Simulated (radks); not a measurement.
Results of a calculation; reference values are marked as such.
Neutral titanium inside a hard spherical wall (all orbitals vanish at R), configuration held at [Ar] 3d2 4s2 and not refilled when levels cross. Code: a radial shooting solver on a logarithmic mesh with Libxc functionals. Model: scalar-relativistic Kohn-Sham, LDA (Slater exchange, VWN5 correlation), spin-polarised, spherical densities, point nucleus; open shells are filled with parallel spins first. Eigenvalues in eV for spin up, with the zero of energy where the potential of the charges vanishes at infinity; a dash marks a level that is unbound or too diffuse for the functional's potential to be trusted. A positive occupied level is held by the wall or, in an anion where self-interaction has pushed it up, behind a barrier. The pressure on the wall is -dE/dV.

| R (bohr) | E (hartree) | kinetic (hartree) | e(3s) | e(3p) | e(3d) | e(4s) | e(4p, empty) | e(5s, empty) | pressure (GPa) |
|---|---|---|---|---|---|---|---|---|---|
| free | -851.75856 | 858.440 | -62.871 | -39.390 | -5.004 | -4.806 | -1.636 | -0.073 | 0 |
| 15 | -851.75856 | 858.440 | -62.871 | -39.390 | -5.003 | -4.805 | -1.633 | 0.284 | < 0.0001 |
| 12 | -851.75847 | 858.441 | -62.860 | -39.380 | -4.994 | -4.797 | -1.603 | 0.848 | 0.00175 |
| 10 | -851.75768 | 858.449 | -62.801 | -39.321 | -4.938 | -4.751 | -1.491 | 1.878 | 0.0224 |
| 7 | -851.73703 | 858.574 | -62.038 | -38.563 | -4.231 | -4.073 | -0.329 | 7.598 | 1.08 |
| 5 | -851.57962 | 859.229 | -59.314 | -35.887 | -1.707 | -0.838 | 4.281 | 24.065 | 18.3 |
| 4 | -851.20377 | 860.511 | -55.673 | -32.347 | 1.869 | 5.305 | 12.215 | 48.368 | 96.5 |
| 3.5 | -850.73037 | 862.028 | -52.498 | -29.259 | 5.229 | 12.243 | 20.679 | 72.111 | 253 |
| 3 | -849.72913 | 865.189 | -47.434 | -24.250 | 10.978 | 25.689 | 36.272 | 112.88 | 763 |
| 2.5 | -847.33685 | 872.634 | -38.284 | -14.847 | 22.032 | 54.402 | 67.698 | 189.15 | 2790 |
| 2 | -840.63656 | 892.275 | -18.483 | 6.302 | 46.193 | 123.26 | 138.72 | 349.65 | 13200 |
